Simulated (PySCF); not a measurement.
From computed data to an observable: oscillator strength and radiative lifetime

Ta(NH)(OH)(NH2)2 (H6N3OTa), SMILES [NH]=[Ta]([OH])([NH2])[NH2], multiplicity 1.

Geometry: PBE0-D3(BJ)/def2-SVP. The multiplicity is an assumed one; no other spin state was optimised. The structure was generated by enumeration; whether it is a known compound was not checked. The def2 effective core potentials stand for the cores of Ta; spin–orbit coupling is left out. One conformer was computed; it need not be the lowest.

TDA-PBE/def2-SVPD (PySCF 2.14.0) puts the first singlet state with f over 0.02 at 5.62 eV (vertical), with the transition dipole (0.000, 0.000, -0.489) in atomic units.

Q: Find the oscillator strength, the wavelength and the radiative lifetime that this transition would have in vacuum if emission retraced absorption.

A: 
|μ|² = 0.2391 au, so |μ| = 1.24 D. ΔE = 5.62/27.211 = 0.2065 hartree. f = (2/3) ΔE |μ|² = 0.033 (the program prints 0.033).
λ = 1239.84/5.62 = 221 nm; ν = 45328 cm⁻¹.
Einstein's coefficient A = 0.6670 ν² f s⁻¹ (ν in cm⁻¹) = 4.5e7 s⁻¹, so τ = 1/A = 22 ns. This state is S7; the lower singlets have f = 0.010, 0.018, 0.004, 0.016, 0.000, 0.006. The figure is the radiative limit of this one transition; relaxation, internal conversion, crossing to triplets and a medium change what is measured.
